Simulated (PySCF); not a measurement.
# Broadened absorption spectrum of C4H10OSSi

Compound: C₄H₁₀OSSi.
InChI=1S/C4H10OSSi/c1-5-2-7-3-6-4-7/h7H,2-4H2,1H3

Level of theory: PySCF, TDDFT wB97X-D/def2-SVPD, vertical, gas phase, core orbitals frozen in the response. Isolated species at its GFN2-xTB geometry (one conformer only). Torsions of this conformer, `[CH3:1][O:2][CH2:3][SiH:4]1[CH2:5][S:6][CH2:7]1`: C1–O2–C3–Si4 179°, O2–C3–Si4–C5 78°.

Each state is given a Gaussian of 0.3 eV full width at half maximum, with ε(max) = 2.175×10⁸ f / Δν̃ (Δν̃ the width in cm⁻¹). The width is an assumption, not a result. The curve ends short of the highest state used, and states not computed would add to its high-energy end.

```tsv
E (eV)	ε (L mol⁻¹ cm⁻¹)
4.27	0
4.34	0
4.41	0
4.48	0
4.56	1
4.63	2
4.70	3
4.77	2
4.85	2
4.92	1
4.99	0
5.06	0
5.14	0
5.21	0
5.28	0
5.35	0
5.43	2
5.50	16
5.57	79
5.64	283
5.72	842
5.79	1579
5.86	2192
5.93	2254
6.01	1639
6.08	1004
6.15	731
6.22	887
6.30	1265
6.37	1444
6.44	1485
6.51	1726
6.59	2527
6.66	3269
6.73	3341
6.80	2582
```

Question: Locate the maxima and give the states behind the curve.

Answer: 210 nm (5.90 eV), ε about 2300, made up of S2 (100%); 185 nm (6.70 eV), ε about 3400, made up of S5 (99%) (ε in L mol⁻¹ cm⁻¹; maxima over ε = 5, shares over 10%). The states used: S1 4.72 eV (f 0.0000); S2 5.90 eV (f 0.026); S3 6.33 eV (f 0.011); S4 6.40 eV (f 0.0049); S5 6.71 eV (f 0.038); S6 7.14 eV (f 0.0048); S7 7.20 eV (f 0.0089); S8 7.40 eV (f 0.0001).

Question: Coming from long wavelengths, where does ε first pass 100 L mol⁻¹ cm⁻¹?

Answer: At about 222 nm (5.58 eV), 0.87 eV above S1.

Question: On this curve, what absorbance would a 10⁻⁵ mol/L sample give at 254 nm over a 1 cm path?

Answer: 254 nm is 4.881 eV, where ε is about 1.2 L mol⁻¹ cm⁻¹, so A = ε c l ≈ 1.2e-05 (Beer–Lambert, with the gas-phase spectrum and the assumed width).

Question: What would ε be at 6.70 eV, the highest of these maxima, with half the width (0.15 eV)?

Answer: About 6740 L mol⁻¹ cm⁻¹ against 3420, a factor of about 1.97; a lone state at its own centre would give exactly 2.

On one thread, Arm Neoverse V1 (aarch64), on a shared host, this took 74 s (with the writing of density and orbital grids) and 1.0 GiB of memory at its peak.
